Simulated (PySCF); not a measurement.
Nuclear quadrupole coupling in `C[C@@H]1C[C@@H](C)[P@H](=O)C1`

C₆H₁₃OP.
Structure used (PBE0-D3(BJ)/def2-SVP), in Å, numbered top down from 1:
```
atom  x, y, z in Å
C1     2.1135   -1.0462    0.6698
C2     1.3993    0.1735    0.0947
C3     0.0745    0.4769    0.8134
C4    -0.9687   -0.5770    0.4190
C5    -2.4158   -0.1313    0.5574
P6    -0.4833   -1.1089   -1.2861
O7    -0.3092   -2.5802   -1.5029
C8     1.0161   -0.0514   -1.3764
H9     1.5379   -1.9711    0.5039
H10    2.2850   -0.9343    1.7514
H11    3.0911   -1.1884    0.1847
H12    2.0657    1.0480    0.1789
H13    0.2059    0.5211    1.9067
H14   -0.2845    1.4723    0.4971
H15   -0.8152   -1.4990    1.0056
H16   -2.6429    0.1443    1.5994
H17   -3.1145   -0.9301    0.2655
H18   -2.6273    0.7497   -0.0702
H19   -1.4361   -0.4774   -2.1483
H20    1.7942   -0.5523   -1.9708
H21    0.7564    0.8996   -1.8696
```

Field gradients from the PBE0/pcSseg-1 density (PySCF, non-relativistic), principal values in atomic units, ordered |Vxx| ≤ |Vyy| ≤ |Vzz|:

```json
{"atom": "O7", "Vxx": "-0.4943", "Vyy": "-0.5112", "Vzz": "1.0055"}
```

**Question.** Find the asymmetry η = (Vxx − Vyy)/Vzz and the couplings χ = eQV/h (234.96 MHz × Q in barn × V in au), with Q(17O) = −0.0256 b.

**Answer.** 
| atom | environment | nucleus | η | χzz (MHz) | χxx (MHz) | χyy (MHz) |
| --- | --- | --- | --- | --- | --- | --- |
| O7 | phosphoryl oxygen | 17O | 0.02 | -6.05 | 2.97 | 3.08 |

The gradient is axial or nearly so (η below 0.05) at O7. The tensor is traceless: Vxx + Vyy + Vzz = 0.

**Question.** What is Vzz at O7 in SI units (1 au = 9.71736 × 10²¹ V/m²)?

**Answer.** 1.0055 au = 9.771 × 10²¹ V/m².

Were the hydrogens deuterons (Q(2H) = 0.00286 b), χzz would run from 104 kHz (H19) to 197 kHz (H10, H11 and H20).

One conformer (not necessarily the lowest) at the PBE0-D3(BJ)/def2-SVP geometry, without solvent, vibrations or thermal averaging. The basis is small and wasn't made for field gradients, so the couplings can be 20 % off.
